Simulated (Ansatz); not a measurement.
Te3⁻. Total charge -1; doublet. Geometry PBE0-D4/def2-SVPD.

| atom | x (Å) | y (Å) | z (Å) |
| --- | --- | --- | --- |
| Te1 | 1.1576 | 0.3028 | -0.7489 |
| Te2 | 0.4167 | -0.7825 | 1.6565 |
| Te3 | -1.5744 | 0.4796 | -0.9076 |

In the def2 sets Te takes a core potential; there is no spin–orbit coupling. Another isomer (doublet) lies 0.49 eV lower at PBE0-D4/def2-TZVPD; other spin states weren't run for this one.

Question: Estimate the α-spin orbital energies around the gap (eV) in Ansatz with PBE-D4/def2-TZVPD, revPBE-D4/def2-TZVPD, r2SCAN-D4/def2-TZVPD, B97M-V/def2-TZVPD, PBE0-D4/def2-TZVPD.

Answer: 
```json
{"orbital": "HOMO−5", "PBE-D4/def2-TZVPD": "-3.42", "revPBE-D4/def2-TZVPD": "-3.36", "r2SCAN-D4/def2-TZVPD": "-3.68", "B97M-V/def2-TZVPD": "-3.57", "PBE0-D4/def2-TZVPD": "-4.33"}
{"orbital": "HOMO−4", "PBE-D4/def2-TZVPD": "-2.37", "revPBE-D4/def2-TZVPD": "-2.32", "r2SCAN-D4/def2-TZVPD": "-2.64", "B97M-V/def2-TZVPD": "-2.62", "PBE0-D4/def2-TZVPD": "-3.51"}
{"orbital": "HOMO−3", "PBE-D4/def2-TZVPD": "-1.95", "revPBE-D4/def2-TZVPD": "-1.90", "r2SCAN-D4/def2-TZVPD": "-2.20", "B97M-V/def2-TZVPD": "-2.16", "PBE0-D4/def2-TZVPD": "-2.96"}
{"orbital": "HOMO−2", "PBE-D4/def2-TZVPD": "-0.77", "revPBE-D4/def2-TZVPD": "-0.72", "r2SCAN-D4/def2-TZVPD": "-0.98", "B97M-V/def2-TZVPD": "-0.99", "PBE0-D4/def2-TZVPD": "-1.75"}
{"orbital": "HOMO−1", "PBE-D4/def2-TZVPD": "-0.48", "revPBE-D4/def2-TZVPD": "-0.44", "r2SCAN-D4/def2-TZVPD": "-0.76", "B97M-V/def2-TZVPD": "-0.73", "PBE0-D4/def2-TZVPD": "-1.43"}
{"orbital": "HOMO", "PBE-D4/def2-TZVPD": "-0.19", "revPBE-D4/def2-TZVPD": "-0.14", "r2SCAN-D4/def2-TZVPD": "-0.35", "B97M-V/def2-TZVPD": "-0.41", "PBE0-D4/def2-TZVPD": "-1.10"}
{"orbital": "LUMO", "PBE-D4/def2-TZVPD": "1.14", "revPBE-D4/def2-TZVPD": "1.21", "r2SCAN-D4/def2-TZVPD": "1.24", "B97M-V/def2-TZVPD": "1.33", "PBE0-D4/def2-TZVPD": "1.81"}
{"orbital": "LUMO+1", "PBE-D4/def2-TZVPD": "1.31", "revPBE-D4/def2-TZVPD": "1.38", "r2SCAN-D4/def2-TZVPD": "1.51", "B97M-V/def2-TZVPD": "1.49", "PBE0-D4/def2-TZVPD": "1.96"}
{"orbital": "LUMO+2", "PBE-D4/def2-TZVPD": "2.68", "revPBE-D4/def2-TZVPD": "2.60", "r2SCAN-D4/def2-TZVPD": "3.17", "B97M-V/def2-TZVPD": "2.66", "PBE0-D4/def2-TZVPD": "3.00"}
{"orbital": "LUMO+3", "PBE-D4/def2-TZVPD": "2.74", "revPBE-D4/def2-TZVPD": "2.69", "r2SCAN-D4/def2-TZVPD": "3.25", "B97M-V/def2-TZVPD": "2.70", "PBE0-D4/def2-TZVPD": "3.08"}
{"orbital": "LUMO+4", "PBE-D4/def2-TZVPD": "2.89", "revPBE-D4/def2-TZVPD": "2.82", "r2SCAN-D4/def2-TZVPD": "3.28", "B97M-V/def2-TZVPD": "2.93", "PBE0-D4/def2-TZVPD": "3.24"}
{"orbital": "LUMO+5", "PBE-D4/def2-TZVPD": "3.18", "revPBE-D4/def2-TZVPD": "3.11", "r2SCAN-D4/def2-TZVPD": "3.74", "B97M-V/def2-TZVPD": "3.11", "PBE0-D4/def2-TZVPD": "3.53"}
{"orbital": "β HOMO", "PBE-D4/def2-TZVPD": "-0.11", "revPBE-D4/def2-TZVPD": "-0.06", "r2SCAN-D4/def2-TZVPD": "-0.26", "B97M-V/def2-TZVPD": "-0.31", "PBE0-D4/def2-TZVPD": "-1.01"}
{"orbital": "β LUMO", "PBE-D4/def2-TZVPD": "0.18", "revPBE-D4/def2-TZVPD": "0.26", "r2SCAN-D4/def2-TZVPD": "0.34", "B97M-V/def2-TZVPD": "0.36", "PBE0-D4/def2-TZVPD": "0.82"}
```
